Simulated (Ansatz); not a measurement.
Mulliken charges of `[OH][AlH][O]CF` from B3LYP/def2-TZVPP in Ansatz (PBE0-D4/def2-TZVP geometry).

```tsv
atom	x (Å)	y (Å)	z (Å)	charge (e)
O1	-0.166	0.846	2.039	-0.420
Al2	1.038	0.363	0.962	0.608
O3	0.701	-0.266	-0.583	-0.375
C4	-0.420	-0.528	-1.294	0.200
F5	-1.561	-0.197	-0.566	-0.272
H6	-1.092	0.776	1.805	0.185
H7	2.547	0.481	1.354	-0.120
H8	-0.502	-1.596	-1.524	0.097
H9	-0.456	0.073	-2.210	0.097
```

**Question.** By hand: the dipole of these point charges (1 e Å = 4.8032 D).

**Answer.** Σ q r = (0.178, -0.149, -0.348) e Å, of length 0.418 e Å = 2.01 D.

**Question.** How does the dipole of the full density compare? (Estimate.)

**Answer.** The calculation gave: (-0.044, -0.125, -0.304) e Å, 1.59 D; the point charges give 1.26 times that, at 33° from its direction.

Point charges leave out the atoms' own dipoles, such as those of lone pairs, and Mulliken's split depends on the basis, so the two needn't agree.

B3LYP here is the variant with VWN-RPA as its local correlation; programs differ in this.
